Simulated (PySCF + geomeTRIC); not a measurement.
Computed with TPSS-D3(BJ)/def2-SVP (PySCF + geomeTRIC). fastk is a local helper that only speeds up exchange builds. No frequencies were computed at this level.

```python
import json, numpy as np
from pyscf import gto, dft
from fastk import lowrank_exchange
atoms = """
V     -0.000219     0.001440     0.001354
O     -0.199058     1.077900     1.053645
Cl    -0.173068    -1.815230     0.829699
Cl    -1.376926     0.184406    -1.443383
Cl     1.820676     0.164819    -0.819273
"""
def scf(charge, spin, dm0=None):
    mol = gto.M(atom=atoms, basis='def2-svp', ecp={}, charge=charge, spin=spin, verbose=3, max_memory=10080)
    mf = dft.KS(mol, xc='tpss').density_fit(auxbasis="def2-universal-jkfit")
    mf.disp = 'd3bj'
    mf.grids.level = 3
    mf.conv_tol = 1e-8
    mf.max_cycle = 120
    mf.level_shift = 0.25
    mf.kernel(dm0)
    if not mf.converged:
        mf = mf.newton().run(mf.mo_coeff, mf.mo_occ).undo_soscf()
    return mf
mf = scf(0, 0)
from pyscf.geomopt.geometric_solver import kernel as optimize
path = []
done, mol = optimize(mf, maxsteps=120, assert_convergence=False, callback=lambda env: path.append((env["energy"], bool(env["g_scanner"].converged))))
res = dict(converged=bool(done and path[-1][1]), energy=path[-1][0], path=[e for e, c in path], xyz=mol.atom_coords(unit="Angstrom").tolist(), nao=mol.nao)
json.dump(res, open("result.json", "w"))
```

Output:

```
converged SCF energy = -2399.54896086267
Geometry optimization cycle 1
converged SCF energy = -2399.54896080582
cycle 1: E = -2399.54896081  dE = -2399.55  norm(grad) = 0.135588
Geometry optimization cycle 2
converged SCF energy = -2399.57526059497
cycle 2: E = -2399.57526059  dE = -0.0262998  norm(grad) = 0.0279483
Geometry optimization cycle 3
converged SCF energy = -2399.57657020519
cycle 3: E = -2399.57657021  dE = -0.00130961  norm(grad) = 0.009482
Geometry optimization cycle 4
converged SCF energy = -2399.5767154328
cycle 4: E = -2399.57671543  dE = -0.000145228  norm(grad) = 0.000873312
Geometry optimization cycle 5
converged SCF energy = -2399.57671688415
cycle 5: E = -2399.57671688  dE = -1.45135e-06  norm(grad) = 0.00023083
Geometry optimization cycle 6
converged SCF energy = -2399.57671721071
cycle 6: E = -2399.57671721  dE = -3.26558e-07  norm(grad) = 0.000660896
Geometry optimization cycle 7
converged SCF energy = -2399.57671795391
cycle 7: E = -2399.57671795  dE = -7.43198e-07  norm(grad) = 0.000694218
Geometry optimization cycle 8
converged SCF energy = -2399.5767188978
cycle 8: E = -2399.5767189  dE = -9.43893e-07  norm(grad) = 0.000382153
<class 'geometric.internal.Distance'> : 4
<class 'geometric.internal.Angle'> : 6
<class 'geometric.internal.TranslationX'> : 1
<class 'geometric.internal.TranslationY'> : 1
<class 'geometric.internal.TranslationZ'> : 1
<class 'geometric.internal.RotationA'> : 1
<class 'geometric.internal.RotationB'> : 1
<class 'geometric.internal.RotationC'> : 1
Step    0 : Gradient = 6.064e-02/6.839e-02 (rms/max) Energy = -2399.5489608058
Step    1 : Displace = 9.114e-02/1.157e-01 (rms/max) Trust = 1.000e-01 (=) Grad = 1.250e-02/1.522e-02 (rms/max) E (change) = -2399.5752605950 (-2.630e-02) Quality = 1.098
Step    2 : Displace = 2.430e-02/3.107e-02 (rms/max) Trust = 1.414e-01 (+) Grad = 4.240e-03/5.911e-03 (rms/max) E (change) = -2399.5765702052 (-1.310e-03) Quality = 1.276
Step    3 : Displace = 1.166e-02/1.462e-02 (rms/max) Trust = 2.000e-01 (+) Grad = 3.906e-04/5.628e-04 (rms/max) E (change) = -2399.5767154328 (-1.452e-04) Quality = 1.032
Step    4 : Displace = 1.602e-03/1.939e-03 (rms/max) Trust = 2.828e-01 (+) Grad = 1.032e-04/1.286e-04 (rms/max) E (change) = -2399.5767168842 (-1.451e-06) Quality = 0.638
Step    5 : Displace = 1.413e-03/1.707e-03 (rms/max) Trust = 2.828e-01 (=) Grad = 2.956e-04/4.089e-04 (rms/max) E (change) = -2399.5767172107 (-3.266e-07) Quality = 0.165
Step    6 : Displace = 7.053e-04/8.641e-04 (rms/max) Trust = 7.067e-04 (-) Grad = 3.105e-04/4.426e-04 (rms/max) E (change) = -2399.5767179539 (-7.432e-07) Quality = 0.229
Step    7 : Displace = 4.303e-04/5.765e-04 (rms/max) Trust = 3.526e-04 (-) Grad = 1.570e-04/2.696e-04 (rms/max) E (change) = -2399.5767188978 (-9.439e-07) Quality = 0.678
Converged! =D
```

Cost: around 3 core-minutes (rough).
